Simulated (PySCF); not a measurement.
I2Zn (SMILES [I][Zn][I]), singlet, geometry from GFN2-xTB (such geometries of metal compounds can be far from the true shape) (core potentials on I).

PySCF was given this input:
```python
from pyscf import gto, scf, dft

mol = gto.Mole()
mol.atom = '''
    Zn    0.00000000    0.00000000    0.00000000
    I    -0.00000000   -0.00000000   -2.44623139
    I     0.00000000    0.00000000    2.44623139
'''
mol.basis = 'def2-svpd'
mol.ecp = {'I': 'def2-svpd'}
mol.verbose = 4
mol.build()

mf = dft.RKS(mol)
mf.xc = 'm062x'
mf = mf.density_fit(auxbasis='def2-universal-jkfit')
mf.kernel()
mf.analyze()
```

**Question.** What HOMO energy does DF-M062X/def2-SVPD (PySCF) give?

**Answer.** -8.95 eV

**Question.** What is the computed dipole moment (DF-M062X/def2-SVPD)?

**Answer.** 0.00 D

**Question.** What is the computed number of basis functions (DF-M062X/def2-SVPD)?

**Answer.** 104

**Question.** Give the HOMO-LUMO gap at the level DF-M062X/def2-SVPD.

**Answer.** 7.44 eV

**Question.** What nuclear repulsion energy does DF-M062X/def2-SVPD give?

**Answer.** 392.0863 Eh
